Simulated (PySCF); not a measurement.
PySCF job for Sn(H)3(SH) (H4SSn), SMILES [SH][SnH3], TDDFT-PBE0/def2-SVPD. Geometry: B3LYP-D3(BJ)/def2-TZVP. The def2 effective core potentials stand for the cores of Sn; spin–orbit coupling is left out.

```python
import numpy as np
from pyscf import gto, scf, dft, tdscf

mol = gto.M(
    atom='''
    Sn    0.00083897    0.56914685    0.00000000
    S    -0.08068022   -1.85859644    0.00000000
    H     0.81386380    1.11436929   -1.40236274
    H    -1.63444233    1.05393341    0.00000001
    H     0.81386382    1.11436930    1.40236273
    H     1.25564964   -2.00247156   -0.00000000
    ''',
    basis='def2-SVPD',
    ecp={'Sn': 'def2-svp'},
    charge=0,
    spin=0,
    symmetry=True,
    max_memory=1600,
    verbose=4,
)
mf = dft.RKS(mol, xc='pbe0').density_fit(auxbasis='def2-universal-jkfit')
mf.grids.level = 3
mf.conv_tol = 1e-9
mf.max_cycle = 100
mf.kernel()
mf.grids = dft.Grids(mol).set(level=1).build(with_non0tab=True)  # coarser grid for the response kernel
td = tdscf.TDDFT(mf)
td.singlet = True
td.nstates = 10
td.conv_tol = 1e-4
td.kernel(x0=td.get_init_guess(mf, 15))
td.analyze()
tt = tdscf.TDA(mf)
tt.singlet = False
tt.nstates = 4
tt.conv_tol = 1e-4
tt.kernel(x0=tt.get_init_guess(mf, 9))
tt.analyze(verbose=3)
```

Program output:

```
PySCF version 2.14.0

[INPUT] verbose = 4
[INPUT] num. atoms = 6
[INPUT] num. electrons = 42
[INPUT] charge = 0
[INPUT] spin (= nelec alpha-beta = 2S) = 0
[INPUT] symmetry True subgroup None
[INPUT] Mole.unit = angstrom
[INPUT] Symbol           X                Y                Z      unit          X                Y                Z       unit  Magmom
[INPUT]  1 Sn     0.000838970000   0.569146850000   0.000000000000 AA    0.001585423527   1.075531671159   0.000000000000 Bohr   0.0
[INPUT]  2 S     -0.080680220000  -1.858596440000   0.000000000000 AA   -0.152463519470  -3.512238247692   0.000000000000 Bohr   0.0
[INPUT]  3 H      0.813863800000   1.114369290000  -1.402362740000 AA    1.537979684698   2.105852759726  -2.650081505895 Bohr   0.0
[INPUT]  4 H     -1.634442330000   1.053933410000   0.000000010000 AA   -3.088648370096   1.991645498429   0.000000018897 Bohr   0.0
[INPUT]  5 H      0.813863820000   1.114369300000   1.402362730000 AA    1.537979722492   2.105852778623   2.650081486997 Bohr   0.0
[INPUT]  6 H      1.255649640000  -2.002471560000   0.000000000000 AA    2.372833928009  -3.784122820631   0.000000000000 Bohr   0.0

nuclear repulsion = 116.022769528324
point group symmetry = Cs
symmetry origin: [-2.42964787e-09 -2.69960887e-09 -6.34413157e-18]
symmetry axis x: [1.00000000e+00 2.72695479e-10 2.04398422e-09]
symmetry axis y: [ 2.72695480e-10 -1.00000000e+00 -1.78595997e-10]
symmetry axis z: [-2.04398422e-09 -1.78596029e-10  1.00000000e+00]
num. orbitals of irrep A' = 61
num. orbitals of irrep A" = 30
number of shells = 39
number of NR pGTOs = 152
number of NR cGTOs = 91
basis = def2-SVPD
ecp = {'Sn': 'def2-svp'}


[settings echo left out]
init E= -591.306961782799
HOMO (A") = -0.627729666267161  LUMO (A') = -0.536265271098185  gap/eV = 2.48887
cycle= 1 E= -612.987069712564  delta_E= -21.7  |g|= 2.62  |ddm|= 7.93
HOMO (A') = -0.0551493972575013  LUMO (A") = -0.0479780651206294  gap/eV = 0.19514
cycle= 2 E= -608.879074308194  delta_E= 4.11  |g|=  4.9  |ddm|= 8.22
HOMO (A") = -0.241817190342533  LUMO (A') = -0.0300286979448982  gap/eV = 5.76306
cycle= 3 E= -614.610628377484  delta_E= -5.73  |g|= 0.192  |ddm|= 4.29
HOMO (A") = -0.28941558886253  LUMO (A') = -0.0378139239534865  gap/eV = 6.84643
cycle= 4 E= -614.62290245612  delta_E= -0.0123  |g|= 0.12  |ddm|= 0.587
HOMO (A") = -0.261437478768493  LUMO (A') = -0.0288135832740531  gap/eV = 6.33002
cycle= 5 E= -614.628949243508  delta_E= -0.00605  |g|= 0.0302  |ddm|= 0.24
HOMO (A") = -0.268122475531381  LUMO (A') = -0.0311159446828236  gap/eV = 6.44928
cycle= 6 E= -614.629224148529  delta_E= -0.000275  |g|= 0.00579  |ddm|= 0.0522
HOMO (A") = -0.267363606883308  LUMO (A') = -0.0308687579387584  gap/eV = 6.43535
cycle= 7 E= -614.629234253249  delta_E= -1.01e-05  |g|= 0.00188  |ddm|= 0.0107
HOMO (A") = -0.267476542190764  LUMO (A') = -0.0308507742042439  gap/eV = 6.43892
cycle= 8 E= -614.629235561651  delta_E= -1.31e-06  |g|= 0.000297  |ddm|= 0.0029
HOMO (A") = -0.267458359830836  LUMO (A') = -0.030843348209706  gap/eV = 6.43862
cycle= 9 E= -614.62923559919  delta_E= -3.75e-08  |g|= 5.26e-05  |ddm|= 0.000514
HOMO (A") = -0.267453943002819  LUMO (A') = -0.0308428846276321  gap/eV = 6.43851
cycle= 10 E= -614.629235600222  delta_E= -1.03e-09  |g|= 1.41e-05  |ddm|= 9.62e-05
HOMO (A") = -0.267454288623235  LUMO (A') = -0.0308415656578429  gap/eV = 6.43856
cycle= 11 E= -614.6292356003  delta_E= -7.81e-11  |g|= 5.3e-06  |ddm|= 2.54e-05
HOMO (A") = -0.267454203783632  LUMO (A') = -0.0308423699593634  gap/eV = 6.43854
Extra cycle  E= -614.629235600303  delta_E= -3.07e-12  |g|= 5.41e-06  |ddm|= 1.55e-05
converged SCF energy = -614.629235600303
tot grids = 24232


******** <class 'pyscf.tdscf.rks.TDDFT'> for <class 'pyscf.df.df_jk.DFSymAdaptedRKS'> ********
nstates = 10 singlet
deg_eia_thresh = 1.000e-03
wfnsym = None
conv_tol = 0.0001
eigh lindep = 1e-12
eigh level_shift = 0
eigh max_cycle = 100


Excitation energies (eV)
[5.0540507  5.75782479 6.63444001 6.74433392 6.75881073 7.29951964
 7.4297269  7.44958411 7.53930609 7.61468747]

** Singlet excitation energies and oscillator strengths **
Excited State   1:   A"      5.05405 eV    245.32 nm  f=0.0214
      21 -> 22       -0.69873
Excited State   2:   A"      5.75782 eV    215.33 nm  f=0.0044
      21 -> 23        0.68289
      21 -> 26       -0.15053
Excited State   3:   A"      6.63444 eV    186.88 nm  f=0.0003
      21 -> 24       -0.66613
      21 -> 26       -0.21762
Excited State   4:   A"      6.74433 eV    183.83 nm  f=0.0055
      21 -> 23       -0.16813
      21 -> 24        0.21686
      21 -> 26       -0.61584
      21 -> 27        0.18603
Excited State   5:   A'      6.75881 eV    183.44 nm  f=0.0201
      20 -> 22       -0.34657
      21 -> 25       -0.60963
Excited State   6:   A'      7.29952 eV    169.85 nm  f=0.1831
      19 -> 22       -0.39269
      20 -> 22       -0.36083
      20 -> 23        0.36699
      21 -> 25        0.22309
Excited State   7:   A'      7.42973 eV    166.88 nm  f=0.0191
      19 -> 22        0.46062
      20 -> 23        0.50844
      20 -> 26       -0.11447
Excited State   8:   A"      7.44958 eV    166.43 nm  f=0.0012
      18 -> 22        0.39398
      21 -> 26        0.16148
      21 -> 27        0.54805
Excited State   9:   A'      7.53931 eV    164.45 nm  f=0.3940
      19 -> 22       -0.31917
      20 -> 22        0.42566
      20 -> 23        0.29987
      21 -> 25       -0.24524
      21 -> 32        0.19900
Excited State  10:   A"      7.61469 eV    162.82 nm  f=0.0193
      18 -> 22       -0.55773
      18 -> 23        0.15459
      21 -> 26        0.13414
      21 -> 27        0.34661
      21 -> 28        0.10303

** Transition electric dipole moments (AU) **
state          X           Y           Z        Dip. S.      Osc.
  1        -0.0000     -0.0000     -0.4161      0.1731      0.0214
  2        -0.0000      0.0000     -0.1770      0.0313      0.0044
  3        -0.0000     -0.0000     -0.0393      0.0015      0.0003
  4        -0.0000     -0.0000     -0.1819      0.0331      0.0055
  5        -0.0747     -0.3402      0.0000      0.1213      0.0201
  6        -0.2655     -0.9763     -0.0000      1.0237      0.1831
  7         0.1518     -0.2857      0.0000      0.1047      0.0191
  8         0.0000     -0.0000      0.0811      0.0066      0.0012
  9        -0.0337      1.4600      0.0000      2.1329      0.3940
 10        -0.0000      0.0000      0.3220      0.1037      0.0193

WARN: ECP detected. Skipping calculation of transition velocity and magnetic dipole moments, which have not yet been implemented.



******** <class 'pyscf.tdscf.rks.TDA'> for <class 'pyscf.df.df_jk.DFSymAdaptedRKS'> ********
nstates = 4 triplet
deg_eia_thresh = 1.000e-03
wfnsym = None
conv_tol = 0.0001
eigh lindep = 1e-12
eigh level_shift = 0
eigh max_cycle = 100


Excitation energies (eV)
[4.59233624 5.44344004 5.86116444 6.29571841]

** Triplet excitation energies and oscillator strengths **
Excited State   1:   A"      4.59234 eV    269.98 nm  f=0.0000
Excited State   2:   A"      5.44344 eV    227.77 nm  f=0.0000
Excited State   3:   A'      5.86116 eV    211.54 nm  f=0.0000
Excited State   4:   A"      6.29572 eV    196.93 nm  f=0.0000
```

Self-consistency was reached.
